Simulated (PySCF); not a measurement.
Work out the structure from these simulated measurements.

Formula: CH15NOSi5.

| Item | Value |
| --- | --- |
| Dipole | 1.20 D [PBE0/pcSseg-1] |
| Rotational structure | rotational constants A, B, C: 1.447, 0.319, 0.284 GHz [GFN2-xTB] |
| 13C NMR | chemical shifts (computed TMS as zero) by class: 5.9 (1 C) ppm [GIAO PBE0/pcSseg-1] |
| NMR, other nuclei | isotropic shieldings of nuclei other than C and H, by class: 260 (1 N), 322 (1 O), 374 (1 Si), 375 (1 Si), 394 (1 Si), 406 (1 Si), 469 (1 Si) ppm [GIAO PBE0/pcSseg-1] |
| 1H NMR | chemical shifts (computed TMS as zero) by class: 5.62 (1 H), 5.21 (1 H), 5.20 (1 H), 5.16 (3 H), 4.63 (3 H), 3.48 (3 H), 1.04 (1 H), 0.17 (1 H), -0.78 (1 H) ppm [GIAO PBE0/pcSseg-1] |

Electronic properties: PySCF, gas phase, density fitting. Levels stand in brackets. One conformer (not necessarily the lowest) at the GFN2-xTB geometry, without solvent, vibrations or thermal averaging. GFN2-xTB frequencies show an imaginary mode (28i cm⁻¹), so this geometry is no minimum at that level. Each NMR value is the plain mean over a class of atoms that symmetry, rotation or inversion makes alike.

Q: What is the compound? Reason from the data.

A: Numbering: `[SiH3:1][NH:2][Si@@H:3]([SiH3:4])[CH2:5][SiH2:6][O:7][SiH3:8]`. Its formula, CH15NOSi5, gives 0 degrees of unsaturation, so no ring and no π bond. The one carbon: sp3 carbon bound to silicon [C5] (5.9 ppm). Hydrogen classes from least to most shielded: 1 H on an SiH silicon, Si3 (5.62 ppm), 1 H on an oxygen-bound silicon, Si6 (5.21 ppm), 1 H on an oxygen-bound silicon, Si6 (5.20 ppm), 3 H on an oxygen-bound silicon, Si8 (5.16 ppm), 3 H on an SiH3 silicon, Si1 (4.63 ppm), 3 H on an SiH3 silicon, Si4 (3.48 ppm), 1 H on an sp3 carbon bound to silicon, C5 (1.04 ppm), 1 H on an sp3 carbon bound to silicon, C5 (0.17 ppm), 1 H on a nitrogen bridging silicon atoms, N2 (-0.78 ppm). The other shieldings belong to: 260 ppm, nitrogen bridging silicon atoms [N2]; 322 ppm, siloxane oxygen [O7]; 374 ppm, SiH silicon [Si3]; 375 ppm, oxygen-bound silicon [Si6]; 394 ppm, oxygen-bound silicon [Si8]; 406 ppm, SiH3 silicon [Si1]; 469 ppm, SiH3 silicon [Si4]. The optimised geometry has point group C1 and is an asymmetric top. Structure: `[SiH3]N[Si@@H]([SiH3])C[SiH2]O[SiH3]`. Computed isomers that give other values at the same levels: `CN[SiH2][Si]([SiH3])([SiH3])[SiH2]O` (13C chemical shifts (computed TMS as zero) by class: 34.7 (1 C) ppm); `CO[SiH2][Si]([SiH3])([SiH3])[SiH2]N` (13C chemical shifts (computed TMS as zero) by class: 56.6 (1 C) ppm); `CN[SiH2][Si]([SiH3])([SiH3])O[SiH3]` (13C chemical shifts (computed TMS as zero) by class: 35.7 (1 C) ppm). The assignments are read from this structure; whether some other isomer fits the data as well wasn't checked. The mirror image fits equally.

Shape of the structure used: `[SiH3:1][NH:2][Si@@H:3]([SiH3:4])[CH2:5][SiH2:6][O:7][SiH3:8]`: Si1–N2–Si3–Si4 54°, N2–Si3–C5–Si6 -52°, Si3–C5–Si6–O7 -172°.
